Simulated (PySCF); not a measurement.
SMILES C(CC(C)C)(C)O (C6H14O) (GFN2-xTB optimised geometry):

```
21

C      0.054     2.474     0.567
C      0.404     1.024     0.900
C      0.143     0.750     2.378
C     -0.396     0.075     0.000
C      0.106    -1.373     0.000
C     -0.384    -2.118    -1.244
O     -0.360    -2.010     1.176
H      0.611     3.155     1.206
H     -1.008     2.651     0.723
H      0.292     2.704    -0.469
H      1.471     0.872     0.697
H      0.785     1.370     3.000
H     -0.893     0.971     2.622
H      0.329    -0.294     2.610
H     -0.350     0.446    -1.026
H     -1.440     0.069     0.316
H      1.210    -1.373     0.000
H      0.004    -1.651    -2.144
H     -0.049    -3.155    -1.224
H     -1.471    -2.105    -1.279
H     -0.146    -2.948     1.125
```

Method: PBE0/def2-SVP in PySCF.

**Question.** What are the frontier orbital energies and the dipole moment?

**Answer.** HOMO-2 -8.86 eV, HOMO-1 -8.44 eV, HOMO -7.53 eV, LUMO 1.58 eV, LUMO+1 2.25 eV; dipole moment 1.69 D.

On the same geometry PySCF with PBE/def2-SVP gives HOMO-2 -7.43 eV, HOMO-1 -6.97 eV, HOMO -5.82 eV, LUMO 0.66 eV, LUMO+1 1.38 eV; dipole moment 1.61 D.

Meta-Löwdin charges at PBE0/def2-SVP: C1 -0.30, C2 -0.04, C3 -0.31, C4 -0.18, C5 0.15, C6 -0.31, O7 -0.52, H8 0.10, H9 0.09, H10 0.09, H11 0.08, H12 0.09, H13 0.09, H14 0.11, H15 0.09, H16 0.10, H17 0.07, H18 0.10, H19 0.09, H20 0.10, H21 0.31.
